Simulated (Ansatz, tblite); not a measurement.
Cost and result up the ladder for the cluster Sn₃O₉H₆ (18 atoms). Charge 0, multiplicity 1. Geometry: r2SCAN-D4/def2-SVP.

Cartesian coordinates in Å:
```
Sn -0.302 -2.521 -0.607
Sn -0.152 2.456 -0.789
Sn 3.236 0.889 -0.109
O 1.396 1.437 0.152
O 1.091 -1.486 0.848
O -1.355 -3.242 0.932
O -0.945 0.294 -1.393
O -1.239 -0.554 -0.296
O 3.509 -0.931 0.234
O -1.377 2.238 0.863
O -2.601 1.600 0.382
O -2.176 0.604 -2.098
H 2.101 -1.391 0.638
H -1.289 -2.700 1.732
H -2.644 1.091 -1.365
H -2.354 0.657 0.538
H 4.333 2.122 -0.551
H 0.768 -0.562 0.888
```

Ansatz on 4 threads of Arm Neoverse V2 on a shared host; xTB runs through tblite on one thread. Times are rough, summed over both states, and most runs start from the orbitals of an earlier one. PBE0-D4/def2-SVP serves as the yardstick here, not as an exact answer. The other state is a doublet.

In the def2 sets Sn takes a core potential; there is no spin–orbit coupling. The xTB rows come from tblite. The structure holds 3 bonds between oxygen atoms, so isomers without such links may lie far lower. HOMO above LUMO, or a gap near zero within one spin, warns that the state may not be the lowest or that an electron is smeared out. The structure comes from a short search, and lower isomers may exist.

Raw xTB energies of ions are shifted by several eV.

```
           level  functions  wall time
        GFN1-xTB         75    0.036 s
        GFN2-xTB         69    0.067 s
 PBE-D4/def2-SVP        234       18 s
PBE0-D4/def2-SVP        234       34 s
```

Question: Estimate what each level gives for the vertical IE (eV).

Answer: 
| level | vertical IE (eV) | difference from PBE0-D4/def2-SVP (eV) | remarks |
| --- | --- | --- | --- |
| GFN1-xTB | 14.23 | 5.66 | – |
| GFN2-xTB | 13.54 | 4.97 | – |
| PBE-D4/def2-SVP | 7.88 | -0.69 | gap within one spin near zero (+1 doublet) |
| PBE0-D4/def2-SVP | 8.57 | 0.00 | – |
